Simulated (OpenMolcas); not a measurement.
F3+: from CASSCF to CASPT2

* Program: OpenMolcas
* Basis: ANO-RCC-VQZP [5s4p3d2f1g]
* Scalar Hamiltonian: DKH2, point nucleus
* Active space: 2 electrons in 3 orbitals (2p)
* State averaging: 2S+1 = 3 even, 3 roots; 2S+1 = 1 even, 6 roots
* Spin-orbit coupling: state interaction with AMFI integrals over the reference wave functions, term energies averaged over their components

Methods on the same reference wave functions:
A. CASSCF
B. SS-CASPT2, IPEA 0.25 Eh, imaginary shift 0.1 Eh (closed shells correlated: 1s 2s)

Energies in eV above 2s² 2p² ³P₀, the measured ground level; measured values from Moore, Atomic Energy Levels, vol. I, NSRDS-NBS 35 (1971 reprint of NBS Circular 467, 1949).

```json
{"Level": "2s² 2p² ³P₀", "A": "0.0000", "B": "0.0000", "Measured": "0.0000"}
{"Level": "2s² 2p² ³P₁", "A": "0.0276", "B": "0.0277", "Measured": "0.0279"}
{"Level": "2s² 2p² ³P₂", "A": "0.0809", "B": "0.0810", "Measured": "0.0761"}
{"Level": "2s² 2p² ¹D₂", "A": "3.4570", "B": "3.174", "Measured": "3.1295"}
{"Level": "2s² 2p² ¹S₀", "A": "8.5065", "B": "7.143", "Measured": "6.6386"}
```

Deviations, from unrounded energies. A percentage is the sum of absolute deviations over the sum of measured energies, with the sign that they share, or ± where signs differ.

```json
{"Against measurement": "mean absolute deviation (cm-1)", "Levels": "4", "A": "4400", "B": "1100"}
{"Against measurement": "fine structure of the ground term (%)", "Levels": "2", "A": "±5.1", "B": "±5.0"}
{"Against measurement": "other terms of the ground configuration (%)", "Levels": "2", "A": "+22.5", "B": "+5.6"}
```

B lies closest to measurement on these levels. The largest miss of B in the table is 2s² 2p² ¹S₀, by +4100 cm-1. The ranking rests on the paired levels alone, and a cruder setting can come out closer through cancelling errors.

From A to B the spin-free energies of the other terms of 2s² 2p² shown, above ³P, scale by factors of 0.84 to 0.92.

The lowest spin-free term lies below A's lowest term by 0.106 hartree in B.

CASPT2 breaks the degeneracy within a term, and the mean is taken; among the terms shown or strongly mixed into the levels shown the widest spread is 74 cm-1 (2s² 2p² ¹D, B). With the s shell closed, the reference lacks s² → p² mixing. Measured partners are found by configuration, term and J. A level has none where our copy of the source lacks it or the pairing is in doubt (some pairs that miss far off the trend of their configuration count as doubtful), and it then counts in no deviation. Only configurations of the active space appear.
